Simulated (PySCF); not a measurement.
Se(H)(iPr) (C₃H₈Se), SMILES CC([SeH])C.

Geometry: r2SCAN-D4/def2-SVP. One conformer was computed; it need not be the lowest.

These are PySCF with r2SCAN-D4/def2-SVP values and carry that method's errors.

Frequencies are harmonic and unscaled.

Computed harmonic wavenumbers and intensities:
```tsv
mode	ν (cm⁻¹)	IR (km/mol)	Raman (Å⁴/amu)	depolarisation	moving atoms (share of kinetic energy)
1	174	7.6	7.4	0.74	H 97 %
2	248	0.8	0.6	0.50	H 77 %, C 18 %
3	262	0.9	0.7	0.55	H 69 %, C 23 %, Se 8 %
4	270	0.2	0.4	0.69	H 54 %, C 40 %
5	297	0.2	2.4	0.34	H 52 %, C 32 %, Se 16 %
6	398	0.9	0.7	0.16	C 57 %, H 42 %
7	552	2.0	18.3	0.27	C 62 %, H 29 %, Se 9 %
8	765	3.4	13.7	0.69	H 94 %
9	902	2.2	8.6	0.73	C 62 %, H 38 %
10	924	2.0	0.2	0.75	H 87 %, C 13 %
11	958	0.3	2.6	0.74	H 70 %, C 30 %
12	1042	3.5	7.9	0.62	H 78 %, C 22 %
13	1144	0.4	4.2	0.73	C 59 %, H 41 %
14	1167	21.6	3.7	0.62	C 53 %, H 47 %
15	1233	39.6	9.5	0.53	H 74 %, C 26 %
16	1335	0.3	2.4	0.75	H 76 %, C 24 %
17	1380	9.9	4.3	0.74	H 71 %, C 29 %
18	1390	4.2	3.0	0.56	H 79 %, C 21 %
19	1454	3.8	5.1	0.73	H 96 %
20	1455	0.1	25.0	0.75	H 97 %
21	1467	11.3	21.3	0.74	H 96 %
22	1477	7.1	2.6	0.72	H 96 %
23	2430	23.9	144.5	0.30	H 99 %
24	3018	28.9	127.8	0.08	H 97 %
25	3027	22.9	197.8	0.01	H 97 %
26	3071	5.9	123.1	0.38	H 92 %
27	3112	12.3	71.3	0.75	H 91 %, C 9 %
28	3120	20.8	106.8	0.67	H 91 %, C 9 %
29	3135	10.9	59.0	0.73	H 90 %, C 10 %
30	3139	17.8	55.4	0.67	H 91 %, C 9 %
```
